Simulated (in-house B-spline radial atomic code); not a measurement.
A calculation on Pt3+: its settings, and results tabulated from the run. Level of theory: scalar-relativistic (X2C) wB97X, spin-polarised, spherical fractional occupations, exact exchange averaged over the configuration, Fermi nucleus of rms radius 5.427 fm; calculated with a B-spline radial code for spherical atoms.

Command:
```bash
python run_scf.py task.json out
```
Settings (nuclear radius in fm, mass in u):
```
Z                78
configuration    [Xe] 4f14 5d7
hamiltonian      x2c
method           wb97x
spin_polarised   True
nucleus          fermi
rms_radius       5.427
atomic_mass      194.96479
speed_of_light   137.035999084
exact_exchange   averaged over the configuration
```

Output (hartree, bohr):
```
 radial grid: 72 intervals, B-splines of order 8, outer radius 39.1892 bohr

 iter        energy (Eh)    residual
    1      -18413.053761    6.52e-01
    2      -18414.682502    7.84e-02
    3      -18414.795148    2.63e-02
    4      -18414.809074    9.64e-03
    5      -18414.811207    2.79e-03
    6      -18414.811415    6.18e-04
    7      -18414.811423    1.23e-04
    8      -18414.811423    7.33e-05
    9      -18414.811423    7.56e-06
   10      -18414.811423    6.92e-07

 total energy                    -18414.81142
 kinetic                           21079.4019
 electron-nucleus                 -46230.6679
 Hartree                            7097.5585
 exact exchange                      -66.2493
 exchange-correlation               -294.8547

 orbital      occ     eigenvalue          <r>       <r^2>       <1/r>       r_max
 1s up      1.000     -2876.9721    0.0163131 0.000375221     104.137    0.009638
 1s down    1.000     -2876.9724    0.0163131 0.000375221     104.137    0.009638
 2s up      1.000      -507.4323     0.071501  0.00611556     24.4342     0.06104
 2s down    1.000      -507.4225    0.0715006   0.0061155     24.4345     0.06104
 2p up      3.000      -441.8056    0.0646109  0.00512031      19.975     0.04994
 2p down    3.000      -441.7972    0.0646103  0.00512021     19.9752     0.04994
 3s up      1.000      -120.7105     0.186518    0.039931     8.77336      0.1727
 3s down    1.000      -120.7071     0.186515   0.0399292     8.77344      0.1727
 3p up      3.000      -101.4412     0.187288   0.0407876     7.59584      0.1714
 3p down    3.000      -101.4372     0.187284   0.0407852     7.59592      0.1714
 3d up      5.000       -79.6754     0.170401   0.0340156     7.03923      0.1397
 3d down    5.000       -79.6676     0.170404   0.0340167     7.03902      0.1397
 4s up      1.000       -27.2791     0.415077     0.19465     3.64979      0.3905
 4s down    1.000       -27.2703     0.415143    0.194705     3.64882      0.3905
 4p up      3.000       -20.9042     0.440797     0.22107     3.19727      0.4097
 4p down    3.000       -20.8964     0.440854    0.221104      3.1964      0.4097
 4d up      5.000       -12.9235     0.468214    0.253589     2.83244      0.4187
 4d down    5.000       -12.9136      0.46825    0.253568     2.83165      0.4189
 5s up      1.000        -5.3012     0.956322     1.02567     1.43973      0.8737
 5s down    1.000        -5.2231      0.95118     1.01516     1.45097      0.8699
 5p up      3.000        -3.6097      1.09622     1.35619     1.20978       0.979
 5p down    3.000        -3.4999       1.0912     1.34555     1.21896      0.9731
 4f up      7.000        -4.1410     0.515985    0.324304     2.38948      0.3854
 4f down    7.000        -4.1286      0.51406    0.321141     2.39434      0.3854
 5d up      5.000        -1.6185      1.47016     2.48953     0.87983       1.224
 5d down    2.000        -1.5349      1.49887     2.60186    0.867135       1.225

 Slater integrals (Eh)
   F0(5p up,5p up)               0.820661
   F2(5p up,5p up)               0.443443
   F0(5p up,5p down)             0.822561
   F2(5p up,5p down)             0.443931
   F0(5p up,5d up)               0.692966
   F2(5p up,5d up)               0.346929
   G1(5p up,5d up)               0.418326
   G3(5p up,5d up)               0.259782
   F0(5p up,5d down)             0.685127
   F2(5p up,5d down)             0.339928
   F0(5p down,5p down)           0.824484
   F2(5p down,5p down)           0.444455
   F0(5p down,5d up)             0.693940
   F2(5p down,5d up)             0.346218
   F0(5p down,5d down)           0.686073
   F2(5p down,5d down)           0.339211
   G1(5p down,5d down)           0.406897
   G3(5p down,5d down)           0.251937
   F0(5d up,5d up)               0.614085
   F2(5d up,5d up)               0.322707
   F4(5d up,5d up)               0.214981
   F0(5d up,5d down)             0.608361
   F2(5d up,5d down)             0.318247
   F4(5d up,5d down)             0.211515
   (list cut)
```

Cost of the run: 6.7 s on 1 thread of Arm Neoverse N1, with other jobs on the host.

One-electron X2C: radii and densities carry no picture-change correction, so inner-shell <1/r> comes out high (for 1s by about 2 % at Z = 33, 5 % at 54, 10 % at 75, 30 % at 118) and <r> low.
